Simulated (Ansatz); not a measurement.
CH10N2Si2 (`CN[SiH2][SiH2]N`) from Hartree–Fock to CCSD(T)

Z-matrix (Å, degrees):
```
C
N 1 1.449
H 1 1.099 2 113.5
H 1 1.093 2 109.6 3 -120.1
H 1 1.094 2 110.9 3 121.7
Si 2 1.720 1 123.4 3 86.2
H 2 1.008 1 113.5 3 -65.9
Si 6 2.345 2 110.8 1 53.4
H 6 1.489 2 107.1 1 174.3
H 6 1.504 2 114.8 1 -67.8
N 8 1.733 6 108.7 2 -68.6
H 8 1.500 6 108.1 2 166.0
H 8 1.489 6 111.8 2 49.1
H 11 1.009 8 118.8 6 171.5
H 11 1.008 8 118.3 6 -50.8
```

Total charge 0; spin multiplicity 1. All single points use the PBE0-D4/def2-TZVP geometry. It is one conformer, not always the lowest. Frozen core, restricted reference, the Gaussian-basis code of Ansatz. CBS rows extrapolate triple and quadruple zeta; past MP2 they add the triple-zeta difference.

```tsv
basis	HF (Eh)	MP2 corr.
def2-TZVPP	-730.57852	-0.85690
def2-QZVPP	-730.60446	-0.91755
```

(1) Estimate the CCSD correlation energy and the (T) correction in each basis where they were run (hartree).

Answers

(1) 
```csv
basis,CCSD corr.,(T)
def2-TZVPP,-0.92003,-0.03425
CBS(def2),-1.02561,as TZ
```
